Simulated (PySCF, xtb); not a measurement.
Mg(Et)(OH) (C₂H₆MgO), SMILES C[CH2][Mg][OH].

GFN2-xTB run with xtb at its own geometry gives an orbital gap of 2.86 eV and a dipole moment of 2.79 D.

Coordinates come from a ωB97X-D3(BJ)/def2-SVP optimisation. Other conformers were not sampled.

### Question
What does r2SCAN/def2-TZVP (PySCF) give? (The exact figures need the calculation; the answer reports its results.)

### Answer
gap 4.71 eV (levels -5.68 and -0.97 eV), dipole 0.19 D.
